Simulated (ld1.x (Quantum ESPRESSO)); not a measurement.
# How hard is this niobium TM semilocal potential?

```json
{
 "Element": "niobium",
 "Generator": "ld1.x (Quantum ESPRESSO) 7.5",
 "Type": "norm-conserving Troullier–Martins (semilocal form)",
 "Functional": "PBE",
 "Relativity": "scalar-relativistic",
 "Frozen core": "[Kr]",
 "Valence charge": "5",
 "Reference configuration": "4d3 5s2 5p0",
 "Partial waves": "5s (bound): rc 2.70 bohr; 5p (bound, empty): rc 3.00 bohr; 4d (bound): rc 1.40 bohr",
 "Local potential": "the d channel",
 "Core correction": "none"
}
```

The pseudo-atom Hamiltonian at the reference potential is diagonalised in spherical Bessel functions j_l(qr) that vanish at 20 bohr, with q² up to the cutoff. All-electron valence levels (Ry): 5s -0.3442, 5p -0.1073, 4d -0.3407.

Task: How do the lowest levels (Ry) of each channel move with the cutoff, and are there ghosts?

Result:

```
cutoff (Ry)     s #1     p #1    p #2     d #1    d #2  Σ f·Δε (mRy)
          8  -0.3421  -0.1062  0.0456  -0.0683  0.0634         821.4
         12  -0.3439  -0.1071  0.0454  -0.1701  0.0564         512.3
         18  -0.3441  -0.1072  0.0454  -0.2723  0.0529         205.2
         25  -0.3442  -0.1073  0.0454  -0.3142  0.0519          79.4
         35  -0.3442  -0.1073  0.0454  -0.3356  0.0514          15.0
         45  -0.3442  -0.1073  0.0454  -0.3395  0.0513           3.4
         55  -0.3442  -0.1073  0.0454  -0.3404  0.0513           0.7
         70  -0.3442  -0.1073  0.0454  -0.3406  0.0513           0.1
        400  -0.3442  -0.1073  0.0454  -0.3407  0.0513           0.0
```

Result: no extra level below or beside the all-electron valence levels (s, p, d tested); the semilocal form is local in each channel, so this says nothing of the separable form that plane-wave codes build from it; 10 mRy is reached at 40 Ry and 1 mRy at 55 Ry.

Its largest configuration-test error is +536 meV.
